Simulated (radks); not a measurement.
Values are calculated unless marked as measured or tabulated.
All-electron atom: Sc4+ in [Ne] 3s2 3p5 (the NIST ground configuration).

Code: a radial shooting solver on a logarithmic mesh with Libxc functionals. Model: scalar-relativistic Kohn-Sham, LDA (Slater exchange, Perdew-Wang correlation), spin-polarised, spherical densities, point nucleus; open shells are filled with parallel spins first.

Energy parts (hartree):
part                       energy
total                  -757.95832
kinetic                 763.39754
electron-nucleus      -1768.77228
Hartree                 282.97568
exchange-correlation    -35.55926

Orbitals (lengths in bohr, moments of r in powers of bohr):
orbital  occ.  eigenvalue (hartree)     <r^2>      <r^4>  <1/r>
1s up       1             -163.2528  0.007206  0.0001336  20.72
1s down     1             -163.2380  0.007205  0.0001336  20.72
2s up       1             -19.45870    0.1403    0.03474  4.287
2s down     1             -19.44391    0.1402    0.03465  4.288
2p up       3             -16.34360    0.1171    0.02835  4.199
2p down     3             -16.32529    0.1170    0.02828  4.199
3s up       1              -3.89875     1.220      2.329  1.364
3s down     1              -3.84564     1.227      2.362  1.361
3p up       3              -3.08925     1.374      3.100  1.259
3p down     2              -3.03820     1.387      3.169  1.254

The highest occupied level is 3p down at -82.674 eV. Summed over all electrons, <r^2> = 10.34 bohr^2, which gives a Langevin (diamagnetic) susceptibility term of -8.19 x 10^-6 cm^3/mol. The density falls to 0.001 e/bohr^3 at r = 2.59 bohr. Spin moment in Bohr magnetons: 1. For comparison, the ionisation energy in NIST's Atomic Spectra Database is 91.95 eV (semi-empirical). In exact Kohn-Sham theory the highest level is minus the ionisation energy, but local and semilocal functionals leave it too shallow, through self-interaction and a potential that decays too fast; potentials with the right tail come closer.
